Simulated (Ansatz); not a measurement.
Reaction (redistribution): `C[Si](N)(F)BO` + `C[O][GeH3]` → `CO[Si](C)(N)F` + `O[BH][GeH3]`

Calculated with Ansatz (gas phase, PBE0-D4/def2-TZVP geometries, no zero-point term in ΔE). CBS: MP2 limit from def2 TZ/QZ plus the TZ coupled-cluster correction, frozen cores. Functionals use def2-TZVPP. B3LYP here is the variant with VWN-RPA as its local correlation; programs differ in this. For Ge outer-core shells are correlated without core-valence functions, which leaves a few kJ/mol of doubt a bond. Scalar relativity is left out up to krypton. Each species was taken in one conformer, which may not be the lowest.

| level | ΔE (kcal/mol) |
| --- | --- |
| PBE0-D4 | -27.6 |
| ωB97X-V | -26.9 |
| B3LYP | -27.4 |
| MP2/def2-TZVPP | -28.1 |
| CCSD/def2-TZVPP | -28.3 |
| HF/def2-QZVPP | -28.3 |
| SCS-MP2/def2-QZVPP | -27.4 |
| CCSD/CBS(def2) | -29.0 |

**Question.** What does CCSD(T)/CBS give? (An estimate is asked.)

**Answer.** The calculation gave: -28.6 kcal/mol. The listed levels differ from it by 1.0, 1.7, 1.2, 0.5, 0.3, 0.3, 1.2, -0.4 kcal/mol.

Largest T1 diagnostic among the species: 0.013.

From PBE to PBE0 (25 % exact exchange), in def2-TZVPP and without D4, ΔE moves by −1.6 kcal/mol.
